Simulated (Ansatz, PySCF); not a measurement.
Gas-phase reaction (SMILES): C#CB(Cl)Cl + F (HF) -> FB(Cl)Cl [dichloro(fluoro)borane] + C#C (C2H2) [acetylene]; hydrogen fluoride cleaves one B-C bond, a model of a ligand-exchange step.

Each molecule is optimised on its own at B3LYP-D3(BJ)/def2-TZVP (Ansatz, a quantum-chemistry and plane-wave program). Cores are frozen in the correlated levels unless marked. No spin-orbit coupling. No relativistic terms. CBS(X,Y): correlation extrapolated as X^-3; Hartree-Fock from the larger set. Thermal terms are rigid-rotor harmonic-oscillator values from B3LYP-D3(BJ) frequencies (Ansatz or PySCF) at 298.15 K and 1 atm. 1 Eh = 627.5095 kcal/mol.

```json
[
 {"species": "C#CB(Cl)Cl", "E, CCSD(T)/CBS(cc-pV(T+d)Z,cc-pV(Q+d)Z) (Ansatz) (Eh)": "-1021.07060", "E, wB97M-V/def2-TZVPD (Ansatz) (Eh)": "-1022.07337", "H - E (Eh)": "0.03193", "G - E (Eh)": "-0.00401"},
 {"species": "F (HF)", "E, CCSD(T)/CBS(cc-pV(T+d)Z,cc-pV(Q+d)Z) (Ansatz) (Eh)": "-100.39146", "E, wB97M-V/def2-TZVPD (Ansatz) (Eh)": "-100.46200", "H - E (Eh)": "0.01259", "G - E (Eh)": "-0.00713"},
 {"species": "FB(Cl)Cl", "E, CCSD(T)/CBS(cc-pV(T+d)Z,cc-pV(Q+d)Z) (Ansatz) (Eh)": "-1044.27408", "E, wB97M-V/def2-TZVPD (Ansatz) (Eh)": "-1045.24564", "H - E (Eh)": "0.01416", "G - E (Eh)": "-0.01849"},
 {"species": "C#C (C2H2)", "E, CCSD(T)/CBS(cc-pV(T+d)Z,cc-pV(Q+d)Z) (Ansatz) (Eh)": "-77.22138", "E, wB97M-V/def2-TZVPD (Ansatz) (Eh)": "-77.32451", "H - E (Eh)": "0.03061", "G - E (Eh)": "0.00785"}
]
```

### Question
Work out ΔE and ΔH, ΔG, ΔS and the equilibrium constant at 298.15 K at the first level, then ΔH at the second.

### Answer

1. ΔE = [(-1044.27408) + (-77.22138)] - [(-1021.07060) + (-100.39146)] = -0.03340 Eh = -21.0 kcal/mol at CCSD(T)/CBS(cc-pV(T+d)Z,cc-pV(Q+d)Z).
2. The terms H - E add up to 0.00025 Eh, so ΔH = (-0.03340 + (0.00025))×627.5095 = -20.8 kcal/mol.
3. The terms G - E add up to 0.00050 Eh, so ΔG = -20.6 kcal/mol, and ΔS = (0.00025 - (0.00050))×627509.5/298.15 = -0.5 cal/(mol K).
4. log10 K = -ΔG/(RT ln 10) = 15.1, with RT ln 10 = 1.3642 kcal/mol.
5. At wB97M-V/def2-TZVPD the same steps give ΔE = -21.8 and ΔH = -21.7 kcal/mol, a shift of -0.9 from the first level.
6. These values are not checked against measurement here, since the tables used lack a sound gas-phase enthalpy of formation for at least one species.
